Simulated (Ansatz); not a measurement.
A nudged elastic band was laid between two geometries of H$_{3}$NS$_{2}$Si (7 atoms, charge 0, multiplicity 1).

Method: RKS LDA/cc-pVDZ in Ansatz.

```
movable images  : 8
climbing image  : no
spring          : 5.0 eV/Å²
optimiser       : quadratic models (default)
start path      : IDPP
force threshold : 0.05 eV/Å
iteration limit : 60
end points      : relaxed
```

Image 0:

```xyz
7
Properties=species:S:1:pos:R:3
N -0.826 0.821 -0.411
Si 0.525 -0.183 -0.088
S 0.829 -1.251 1.739
S 0.215 -2.276 -0.119
H -0.687 1.838 -0.430
H -1.732 0.568 0.003
H 1.736 0.415 -0.739
```

Image 9:

```xyz
7
Properties=species:S:1:pos:R:3
N -0.696 1.012 -0.102
Si 0.507 -0.209 -0.129
S 1.002 -1.135 1.709
S 0.114 -2.302 0.057
H -1.528 0.867 0.484
H -0.922 1.500 -0.976
H 1.584 0.198 -1.089
```

Q: What changes between the two ends?

A: No bond is made or broken. The dihedral H6–N1–Si2–S3 goes from -33 to 177°. The two ends are copies of one structure, up to a mirror image or an exchange of like atoms.

Q: Give the energies along the band, and the barrier.

A: The run converged. The highest image is number 4 of 0 to 9, 13.2 kJ/mol above the ends, which have the same energy within 2 meV. No image climbed, so the highest image needn't sit at the top of the path.

| image | path coordinate (Å) | energy (kJ/mol) | dihedral H6–N1–Si2–S3 (°) |
| --- | --- | --- | --- |
| 0 | 0.00 | 0.0 | -33 |
| 1 | 0.33 | 1.3 | -44 |
| 2 | 0.66 | 5.0 | -57 |
| 3 | 0.99 | 9.8 | -73 |
| 4 | 1.32 | 13.2 | -89 |
| 5 | 1.65 | 13.2 | -106 |
| 6 | 1.98 | 9.7 | -124 |
| 7 | 2.31 | 4.9 | -143 |
| 8 | 2.64 | 1.2 | -163 |
| 9 | 2.97 | 0.0 | 177 |

Q: What is the geometry of the highest image?

A: 
```xyz
7
Properties=species:S:1:pos:R:3
N -0.756 0.976 -0.415
Si 0.554 -0.139 -0.192
S 1.003 -0.960 1.727
S 0.112 -2.194 0.149
H -0.924 1.594 0.391
H -1.645 0.497 -0.622
H 1.718 0.158 -1.083
```

Run time: 67 s on 1 thread of Intel(R) Xeon(R) Processor @ 2.70GHz (shared host), peak memory 0.14 GiB.
